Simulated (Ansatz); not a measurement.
Relaxation of ClGeH$_{6}$O$_{2}$P (11 atoms, charge 0, multiplicity 1), to a largest force component of 0.03 eV/Å in at most 50 steps.

Level of theory: Ansatz 0.2.0, RHF/def2-SVP.

```xyz
11
Properties=species:S:1:pos:R:3
Ge -0.061 -0.166 -0.039
Cl -0.214 -0.560 2.121
O 1.591 -0.179 -0.569
H 2.099 -0.942 -0.330
O -0.776 1.356 -0.469
H -1.722 1.387 -0.498
H -0.850 -1.305 -0.672
P 1.709 2.617 1.149
H 2.740 1.684 1.382
H 1.542 2.326 -0.210
H 0.672 1.815 1.671
```

Question: Where does it end, and by what steps?

Answer: The forces met the threshold. After 35 steps the energy has fallen by 0.577 eV; H11 moved furthest, 1.03 Å.

```json
{"step": "0", "energy less start (eV)": "0.0000", "largest force component (eV/Å)": "0.887", "accepted": "yes"}
{"step": "2", "energy less start (eV)": "-0.4023", "largest force component (eV/Å)": "0.273", "accepted": "yes"}
{"step": "4", "energy less start (eV)": "-0.4722", "largest force component (eV/Å)": "0.281", "accepted": "yes"}
{"step": "6", "energy less start (eV)": "-0.4492", "largest force component (eV/Å)": "1.347", "accepted": "no"}
{"step": "8", "energy less start (eV)": "-0.4857", "largest force component (eV/Å)": "0.126", "accepted": "yes"}
{"step": "10", "energy less start (eV)": "-0.5071", "largest force component (eV/Å)": "0.343", "accepted": "yes"}
{"step": "12", "energy less start (eV)": "-0.4065", "largest force component (eV/Å)": "2.248", "accepted": "no"}
{"step": "14", "energy less start (eV)": "-0.5454", "largest force component (eV/Å)": "0.140", "accepted": "yes"}
{"step": "16", "energy less start (eV)": "-0.5598", "largest force component (eV/Å)": "0.146", "accepted": "yes"}
{"step": "18", "energy less start (eV)": "-0.5644", "largest force component (eV/Å)": "0.072", "accepted": "yes"}
{"step": "20", "energy less start (eV)": "-0.5692", "largest force component (eV/Å)": "0.125", "accepted": "yes"}
{"step": "22", "energy less start (eV)": "-0.5653", "largest force component (eV/Å)": "0.402", "accepted": "no"}
{"step": "24", "energy less start (eV)": "-0.5724", "largest force component (eV/Å)": "0.198", "accepted": "yes"}
{"step": "26", "energy less start (eV)": "-0.5747", "largest force component (eV/Å)": "0.039", "accepted": "yes"}
{"step": "28", "energy less start (eV)": "-0.5748", "largest force component (eV/Å)": "0.202", "accepted": "no"}
{"step": "30", "energy less start (eV)": "-0.5760", "largest force component (eV/Å)": "0.127", "accepted": "no"}
{"step": "32", "energy less start (eV)": "-0.5768", "largest force component (eV/Å)": "0.032", "accepted": "yes"}
{"step": "34", "energy less start (eV)": "-0.5771", "largest force component (eV/Å)": "0.049", "accepted": "yes"}
{"step": "35", "energy less start (eV)": "-0.5772", "largest force component (eV/Å)": "0.012", "accepted": "yes"}
```

```xyz
11
Properties=species:S:1:pos:R:3
Ge -0.376 -0.694 -0.275
Cl -0.903 -0.645 1.822
O 1.339 -0.869 -0.464
H 1.880 -0.124 -0.245
O -0.825 0.860 -0.931
H -1.525 1.336 -0.510
H -1.061 -1.869 -0.934
P 2.113 3.015 1.480
H 3.226 2.256 1.048
H 1.341 2.796 0.316
H 1.520 1.972 2.226
```

Whether the end is a true minimum wasn't checked by a vibrational analysis.

The run took 51 s on 4 threads of AMD EPYC 7B13 (Zen 3), with other jobs on the host, peak memory 0.34 GiB.
